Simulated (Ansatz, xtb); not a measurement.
# Relative energy of two isomers of C7H10O

We compare X, `C=C/C(=C\C)C(C)=O`, a singlet, with Y, `C=CC(C=C)C(C)=O`, a singlet. Both are isolated molecules in the gas phase, relaxed with r2SCAN-D4/def2-SVP; the shapes shown needn't be the lowest conformers.

X (Å):

```xyz
18

C     2.3716    0.1764   -1.0404
C     1.0842   -0.2045   -1.1223
C    -0.0854    0.6348   -1.4045
C    -1.3359    0.2960   -0.9875
C    -1.7544   -0.8931   -0.2013
C    -0.0119    1.9147   -2.2110
C     1.1445    2.1324   -3.1647
O    -0.9031    2.7423   -2.1453
H     2.6943    1.2103   -1.1876
H     3.1508   -0.5514   -0.7968
H     0.8653   -1.2600   -0.9187
H    -2.1254    1.0103   -1.2542
H    -0.9394   -1.5934    0.0243
H    -2.5589   -1.4399   -0.7231
H    -2.1928   -0.5674    0.7593
H     1.9353    2.7122   -2.6604
H     0.7793    2.7447   -4.0005
H     1.5937    1.1974   -3.5262
```

Y (Å):

| atom | x (Å) | y (Å) | z (Å) |
| --- | --- | --- | --- |
| C | -1.9258 | 1.3056 | -2.4691 |
| C | -1.2418 | 1.1084 | -1.3377 |
| C | -0.0103 | 0.2452 | -1.2220 |
| C | 1.1872 | 1.0405 | -0.7654 |
| C | 2.3143 | 1.1856 | -1.4694 |
| C | -0.2901 | -0.8439 | -0.1597 |
| C | -0.2124 | -2.2701 | -0.6335 |
| O | -0.5533 | -0.5324 | 0.9800 |
| H | -1.6146 | 0.8475 | -3.4148 |
| H | -2.8177 | 1.9388 | -2.4899 |
| H | -1.5693 | 1.5716 | -0.3979 |
| H | 0.2065 | -0.2232 | -2.1971 |
| H | 1.0844 | 1.4988 | 0.2269 |
| H | 2.4347 | 0.7312 | -2.4594 |
| H | 3.1539 | 1.7702 | -1.0820 |
| H | -0.9310 | -2.4270 | -1.4554 |
| H | -0.4244 | -2.9615 | 0.1922 |
| H | 0.7900 | -2.4685 | -1.0485 |

Quicker runs give these differences E(Y) − E(X): GFN2-xTB +27.3 kJ/mol; HF/STO-3G +30.2 kJ/mol (at GFN2-xTB geometries); r2SCAN-D4/def2-SVP//GFN2-xTB +30.6 kJ/mol.

Problem. Estimate E(Y) − E(X) at the level CCSD(T)/def2-SVP + ΔMP2/def2-TZVPP.

Solution. Calculated at CCSD(T)/def2-SVP + ΔMP2/def2-TZVPP: E(Y) − E(X) = +15.8 kJ/mol, so structure X lies lower.

Level by level:

| level | geometry | E(Y) − E(X) (kJ/mol) | departure from the last row (kJ/mol) | job, with rough time for the two |
| --- | --- | --- | --- | --- |
| GFN2-xTB | GFN2-xTB | +27.3 | +11.5 | optimisation, 0.36 s |
| HF/STO-3G | GFN2-xTB | +30.2 | +14.4 | single point, 0.85 s |
| r2SCAN-D4/def2-SVP//GFN2-xTB | GFN2-xTB | +30.6 | +14.8 | single point, 5.6 s |
| r2SCAN-D4/def2-SVP | r2SCAN-D4/def2-SVP | +33.7 | +17.9 | optimisation, 99 s |
| HF/def2-SVP | r2SCAN-D4/def2-SVP | +11.5 | −4.3 | part of the CCSD(T) run |
| MP2/def2-SVP | r2SCAN-D4/def2-SVP | +18.9 | +3.1 | part of the CCSD(T) run |
| CCSD(T)/def2-SVP | r2SCAN-D4/def2-SVP | +16.4 | +0.6 | single point |
| CCSD(T)/def2-SVP + ΔMP2/def2-TZVPP | r2SCAN-D4/def2-SVP | +15.8 |  | single point, 3.5 min |

As drawn, both hold the same kinds of bond in the same numbers. Structure X has 2 methyl groups, Y 1.

None of the levels shown reverses the order. The largest departure from CCSD(T)/def2-SVP + ΔMP2/def2-TZVPP is that of r2SCAN-D4/def2-SVP, 17.9 kJ/mol. No reliable frequencies are at hand for X, so it isn't confirmed as a minimum. The last row adds to CCSD(T) the change of the MP2 difference between the two basis sets, here −0.6 kJ/mol.

The correlated steps freeze 8 core orbitals. Run with Ansatz 0.2.0, xtb 6.7.1; the last row on 2 threads of Intel(R) Xeon(R) Processor @ 2.70GHz on a shared host.
